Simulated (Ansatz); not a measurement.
Consider the cleavage of the Si–B bond: `CB(O)[SiH]1CO1` + H–F → `F[SiH]1CO1` + `CBO`.

Isolated molecules relaxed with PBE0-D4/def2-TZVP in Ansatz; ΔE leaves out vibrations. CBS: MP2 limit from def2 TZ/QZ plus the TZ coupled-cluster correction, frozen cores. This one scheme is used for every species. DFT in def2-TZVPP. B3LYP here is the variant with VWN-RPA as its local correlation; programs differ in this. HSE06 is defined as in plane-wave codes. Each species was taken in one conformer, which may not be the lowest.

| level | ΔE (kJ/mol) | difference from CCSD(T)/CBS |
| --- | --- | --- |
| LDA (SPW92) | -138.3 | 20.3 |
| revPBE-D4 | -132.4 | 26.2 |
| BLYP-D4 | -153.4 | 5.2 |
| r2SCAN-D4 | -158.7 | -0.1 |
| B97M-V | -164.6 | -6.0 |
| PBE0-D4 | -144.3 | 14.3 |
| B3LYP-D4 | -159.9 | -1.3 |
| r2SCAN0-D4 | -161.5 | -2.9 |
| HSE06-D4 | -144.0 | 14.6 |
| CAM-B3LYP-D4 | -169.9 | -11.3 |
| ωB97X-V | -162.7 | -4.1 |
| ωB97M-V | -165.7 | -7.1 |
| B2PLYP | -170.0 | -11.4 |
| PBE-QIDH | -158.5 | 0.1 |
| PBE | -142.6 | 16.0 |
| revPBE | -143.9 | 14.7 |
| BLYP | -165.9 | -7.3 |
| r2SCAN | -160.9 | -2.3 |
| PBE0 | -150.4 | 8.2 |
| B3LYP | -170.3 | -11.7 |
| r2SCANh | -162.2 | -3.6 |
| HSE06 | -149.9 | 8.7 |
| BHLYP | -181.3 | -22.7 |
| CAM-B3LYP | -176.4 | -17.8 |
| LC-ωPBE | -161.1 | -2.5 |
| RPA@PBE/def2-TZVPP | -158.1 | 0.5 |
| HF/def2-SVP | -176.7 | -18.1 |
| MP2/def2-SVP | -156.5 | 2.1 |
| CCSD/def2-SVP | -154.5 | 4.1 |
| CCSD(T)/def2-SVP | -150.1 | 8.5 |
| HF/def2-TZVPP | -197.5 | -38.9 |
| MP2/def2-TZVPP | -163.3 | -4.7 |
| SCS-MP2/def2-TZVPP | -170.3 | -11.7 |
| CCSD/def2-TZVPP | -165.2 | -6.6 |
| CCSD(T)/def2-TZVPP | -159.0 | -0.4 |
| HF/def2-QZVPP | -199.9 | -41.3 |
| MP2/def2-QZVPP | -163.9 | -5.3 |
| SCS-MP2/def2-QZVPP | -170.9 | -12.3 |
| MP2/CBS(def2) | -162.9 | -4.3 |
| CCSD/CBS(def2) | -164.8 | -6.2 |
| CCSD(T)/CBS | -158.6 | 0 |

Largest T1 diagnostic among the species: 0.015.

From PBE to PBE0 (25 % exact exchange), in def2-TZVPP and without D4, ΔE moves by −7.8 kJ/mol. Leaving LDA and LC-ωPBE aside and taking each functional with its dispersion term where it has one, the values, not all of them listed here, spread over 39.5 kJ/mol, from BHLYP-D4 to revPBE-D4. LDA lies +4.2 kJ/mol from PBE without D4.
